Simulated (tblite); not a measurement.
Compound: C3H11GeNSi2.
Structure used (GFN2-xTB), in Å, numbered top down from 1:
```xyz
18
C3H11GeNSi2 angstrom
C      0.8522    2.2755    1.4983
C      0.6689    1.3973    0.6962
Si     0.4295    0.0460   -0.5710
N      0.2300    0.6911   -2.1674
Si     2.2340   -1.3999   -0.5466
C     -1.2550   -0.7878   -0.2055
Ge    -2.1862   -0.0990    1.3757
H      1.0068    3.0431    2.2024
H     -0.6082    1.2085   -2.3848
H      1.0180    1.1231   -2.6216
H      2.6834   -1.7618   -1.8938
H      1.9311   -2.6542    0.1510
H      3.3937   -0.8099    0.1276
H     -1.1070   -1.8599   -0.0718
H     -1.9079   -0.6745   -1.0706
H     -3.4764   -0.8346    1.6109
H     -1.3742   -0.2437    2.6225
H     -2.5415    1.3471    1.2368
```

Calculated harmonic vibrations of the isolated species, GFN2-xTB (tblite), most abundant isotopes, no scaling. Against measured fundamentals such values can be off by several per cent, at times by over 20. Modes of hydrogen on germanium and silicon can be 10 to 20 % off. One conformer, not necessarily the lowest. The optimisation stopped once no atom felt more than 0.01 eV/Å.

Lowest wavenumbers of the output (negative numbers stand for imaginary wavenumbers):
```
mode    cm-1
  1     -29.8
  2     -11.3
  3      73.6
  4      81.8
  5     105.8
  6     130.4
  7     150.7
  8     171.8
  9     199.3
 10     229.3
```

Q: Is this structure a minimum?

A: Not by this Hessian. 1 mode is imaginary beyond 20i (30i cm⁻¹), and 1 more slightly so (11.3i). The curvature is small, so loose convergence or finite differences may be the whole cause.

Q: Which atoms move in the imaginary modes?

A: 30i: C6 (sp3 carbon bound to silicon) 20 %, Si5 (SiH3 silicon) 19 %, Ge7 (germanium bonded to C and 3 H) 16 %; 11i: H13 (Si–H hydrogen) 33 %, H11 (Si–H hydrogen) 33 %, H12 (Si–H hydrogen) 32 %. These are shares of the mass-weighted motion.

Q: What is the remedy?

A: Step along such a mode in both directions, optimise again with tighter thresholds and repeat the frequencies. The zero-point energy of this point (73.5 kcal/mol) counts the 46 real modes alone, and thermal corrections from it aren't those of a minimum.
